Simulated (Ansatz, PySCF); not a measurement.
Series GeXY, Y = H, computed as singlets and as triplets. All species are isolated molecules in the gas phase. One relaxed conformer stands for each flexible species; it need not be the lowest. Strings in code marks are SMILES.

Quantity: adiabatic spin-state energy, in kJ/mol. HF references are unrestricted for open shells and restricted for singlets. The restricted reference of `[CH3][GeH]` and `[Cl][GeH]` is unstable towards unrestricted orbitals.

Level 1: frozen-core CCSD(T)/cc-pVTZ // PBE0-D3(BJ)/def2-TZVP (Ansatz, a first-principles code)
Level 2: LDA/cc-pVTZ // PBE0-D3(BJ)/def2-TZVP (Ansatz)
Level 3: PBE/6-31G* // PBE0-D3(BJ)/def2-TZVP (PySCF)
Level 4: frozen-core MP2/6-31G* // PBE0-D3(BJ)/def2-TZVP (PySCF)

```tsv
species	level 1	level 2	level 3	level 4
`[SH][GeH]`: multiplicity 3 minus multiplicity 1	160.7	(withheld)	165.9	146.5
`[CH3][GeH]`: multiplicity 3 minus multiplicity 1	104.2	116.7	(withheld)	80.8
`[Cl][GeH]`: multiplicity 3 minus multiplicity 1	158.7	170.4	(withheld)	140.5
```

Question: What belongs in the gaps?

Answer: 
- `[SH][GeH]`: multiplicity 3 minus multiplicity 1, level 2: 173.5
- `[CH3][GeH]`: multiplicity 3 minus multiplicity 1, level 3: 105.3
- `[Cl][GeH]`: multiplicity 3 minus multiplicity 1, level 3: 164.9
